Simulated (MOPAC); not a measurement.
Input file for MOPAC: AM1 on BSe, 2S+1 = 2, a spin state set in the input, which need not be the lowest, a point of a bond scan (R = 1.662 Å).

```
AM1 1SCF PRECISE CHARGE=0 UHF MS=0.5 THREADS=1
BSe

B      0.00000000 1     0.00000000 1     0.00000000 1
Se     0.00000000 1     0.00000000 1     1.66235200 1
```

Output:

```
*******************************************************************************
 **                                                                           **
 **                              MOPAC v23.2.5                                **
 **                                                                           **
 *******************************************************************************
 ** MOPAC's Digital Object Identifier: https://doi.org/10.5281/zenodo.6511958 **
 **                                                                           **
 ** Please cite the open-source release paper for use of this MOPAC version:  **
 ** J. E. Moussa and J. J. P. Stewart (2026)                                  **
 ** MOPAC: An open-source semiempirical molecular orbital program             **
 ** J. Open Source Softw., 11(119), 8025, https://doi.org/10.21105/joss.08025 **
 *******************************************************************************

                              AM1 CALCULATION RESULTS

 *******************************************************************************
 *  AM1        - The AM1 Hamiltonian to be used
 *  UHF        - UNRESTRICTED HARTREE-FOCK CALCULATION
 *
 *
 *
 *                 CHARGE ON SYSTEM = 0
 *
 *
 *
 *  MS=        - IN MECI, MAGNETIC COMPONENT OF SPIN =  0.5
 *  PRECISE    - TIGHTER CRITERIA TO BE USED
 *  1SCF       - DO 1 SCF AND THEN STOP
 *  THREADS=1  - MULTI-THREADING NOT USED
 *  T=         - A TIME OF 172800.0 SECONDS REQUESTED
 *  DUMP=N     - RESTART FILE WRITTEN EVERY 7200.0 SECONDS REQUESTED
 *******************************************************************************
AM1 1SCF PRECISE CHARGE=0 UHF MS=0.5 THREADS=1
 BSe

   ATOM   CHEMICAL          X               Y               Z
  NUMBER   SYMBOL      (ANGSTROMS)     (ANGSTROMS)     (ANGSTROMS)

     1       B          0.00000000  *   0.00000000  *   0.00000000  *
     2      Se          0.00000000  *   0.00000000  *   1.66235200  *



          CARTESIAN COORDINATES

    NO.       ATOM           X           Y           Z

     1         B          0.0000      0.0000      0.0000
     2        Se          0.0000      0.0000      1.6624

  B: (AM1): M.J.S. DEWAR ET AL, ORGANOMETALLICS, 7, 513-521 (1988)
 Se: (AM1): J. J. P. STEWART, J. MOL. MOD., 10, 155-164 (2004)

           Empirical Formula: B Se  =     2 atoms



      MOLECULAR POINT GROUP   :   C*v


          UHF CALCULATION, NO. OF ALPHA ELECTRONS =    5
                           NO. OF BETA  ELECTRONS =    4

 -------------------------------------------------------------------------------
 AM1 1SCF PRECISE CHARGE=0 UHF MS=0.5 THREADS=1
 BSe



     1SCF WAS SPECIFIED, SO BFGS WAS NOT USED
     SCF FIELD WAS ACHIEVED


                              AM1 CALCULATION
                                                       MOPAC v23.2.5 Linux




          FINAL HEAT OF FORMATION =         95.18500 KCAL/MOL =     398.25404 KJ/MOL


          COSMO AREA              =         79.64 SQUARE ANGSTROMS
          COSMO VOLUME            =         64.03 CUBIC ANGSTROMS

          IONIZATION POTENTIAL    =          8.998334 EV
          ALPHA SOMO LUMO (EV)    =         -9.276  0.649
          BETA  SOMO LUMO (EV)    =         -8.998 -2.725
          NO. OF ALPHA ELECTRONS  =          5
          NO. OF BETA  ELECTRONS  =          4
          MOLECULAR WEIGHT        =         89.7700         POINT GROUP:  C*v

          MOLECULAR DIMENSIONS (Angstroms)

            Atom       Atom       Distance
           Se     2    B     1     1.66235
           Se     2    B     1     0.00000
            B     1   Se     2     0.00000


          SCF CALCULATIONS        =          1





   ATOM   CHEMICAL          X               Y               Z
  NUMBER   SYMBOL      (ANGSTROMS)     (ANGSTROMS)     (ANGSTROMS)

     1       B          0.00000000  *   0.00000000  *   0.00000000  *
     2      Se          0.00000000  *   0.00000000  *   1.66235200  *

                             CARTESIAN COORDINATES

   1    B        0.000000000     0.000000000     0.000000000
   2   Se        0.000000000     0.000000000     1.662352000


           Empirical Formula: B Se  =     2 atoms



      MOLECULAR POINT GROUP   :   C*v


          ALPHA EIGENVALUES
 -23.30840 -16.99434  -9.95314  -9.27558  -9.27558   0.64851   0.64851   1.27146


           BETA EIGENVALUES
 -22.26303 -14.79110  -8.99833  -8.99833  -2.72504   1.19837   1.19837   1.79368


              NET ATOMIC CHARGES AND DIPOLE CONTRIBUTIONS

  ATOM NO.   TYPE          CHARGE      No. of ELECS.   s-Pop       p-Pop
    1          B           0.229348        2.7707     1.70671     1.06394
    2         Se          -0.229348        6.2293     1.95941     4.26994
 DIPOLE           X         Y         Z       TOTAL
 POINT-CHG.     0.000     0.000    -1.831     1.831
 HYBRID        -0.000     0.000    -0.443     0.443
 SUM           -0.000     0.000    -2.274     2.274


          ATOMIC ORBITAL ELECTRON POPULATIONS

     Atom    s        px        py        pz
    1  B   1.70671   0.30990   0.30990   0.44414
    2 Se   1.95941   1.69010   1.69010   0.88975


                    (SZ)    =    0.500000
                    (S**2)  =    0.761134


          ATOMIC ORBITAL SPIN POPULATIONS

    Atom   Total    s     px     py     pz
         Atomic
    1  B  0.5831  0.195  0.023  0.023  0.342
    2 Se  0.4169 -0.007 -0.023 -0.023  0.470

 **********************
 *                    *
 * JOB ENDED NORMALLY *
 *                    *
 **********************




 == MOPAC DONE ==
```

The run finished.

Cost: very roughly 0.020 core-seconds.
